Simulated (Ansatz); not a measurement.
Isolated molecules relaxed with PBE0-D4/def2-TZVP in Ansatz; ΔE leaves out vibrations. CBS: MP2 limit from def2 TZ/QZ plus the TZ coupled-cluster correction, frozen cores. DFT in def2-TZVPP. B3LYP here is the variant with VWN-RPA as its local correlation; programs differ in this. Each species was taken in one conformer, which may not be the lowest.

Consider the redistribution: `CN(C)B(O)F` + `O[SiH](O)S[SiH3]` → `OB(F)S[SiH3]` + `CN(C)[SiH](O)O`.

| level | ΔE (kJ/mol) | difference from CCSD(T)/CBS |
| --- | --- | --- |
| PBE-D4 | 45.4 | 1.8 |
| r2SCAN-D4 | 44.7 | 1.1 |
| PBE0-D4 | 46.7 | 3.1 |
| B3LYP-D4 | 43.0 | -0.6 |
| ωB97X-V | 41.1 | -2.5 |
| PBE | 46.2 | 2.6 |
| r2SCAN | 45.0 | 1.4 |
| PBE0 | 47.3 | 3.7 |
| B3LYP | 44.2 | 0.6 |
| MP2/def2-TZVPP | 40.0 | -3.6 |
| CCSD/def2-TZVPP | 40.8 | -2.8 |
| CCSD(T)/def2-TZVPP | 40.2 | -3.4 |
| HF/def2-QZVPP | 45.1 | 1.5 |
| MP2/def2-QZVPP | 42.0 | -1.6 |
| MP2/CBS(def2) | 43.4 | -0.2 |
| CCSD/CBS(def2) | 44.2 | 0.6 |
| CCSD(T)/CBS | 43.6 | 0 |

Largest T1 diagnostic among the species: 0.013.

In def2-TZVPP, CCSD(T) changes the Hartree–Fock value by −4.7 kJ/mol (the triples alone add −0.6 kJ/mol) and MP2 by −5.0 kJ/mol.
